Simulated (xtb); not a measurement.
CH$_{4}$N (SMILES C[NH-]), charge -1, singlet, at a GFN2-xTB geometry. Base run: GFN2-xTB (xtb).

Input for xtb:
```
$ xtb mol.xyz --gfn 2 --chrg -1 --json

# file mol.xyz
6

C      0.03918329     0.57726037     0.02256172
N      0.01386466    -0.79320152     0.08399166
H     -0.98685864     1.16240067     0.02218520
H     -0.49443487    -1.14362403    -0.75261679
H      0.57583997     0.97766943     0.90352376
H      0.57330122     1.09240237    -0.89640406
```

Each row names what was changed in the base input (with any setting that the change needs).

| change | ΔE vs base (mEh) | HOMO-LUMO gap (eV) | G_solv (kcal/mol) | SCF cycles |
|---|---|---|---|---|
| base | 0.000 | 8.35 | - | 9 |
| gbsa = chcl3 | -100.9 | 8.65 | -64.20 | 9 |
| alpb = toluene | -88.677 | 8.47 | -55.77 | 9 |
| acc = 30 | 0.000 | 8.35 | - | 7 |
| file = coord | 0.000 | 8.35 | - | 9 |

ALPB and GBSA are two models with their own fitted parameters for each solvent, which aren't always the measured dielectric constant.
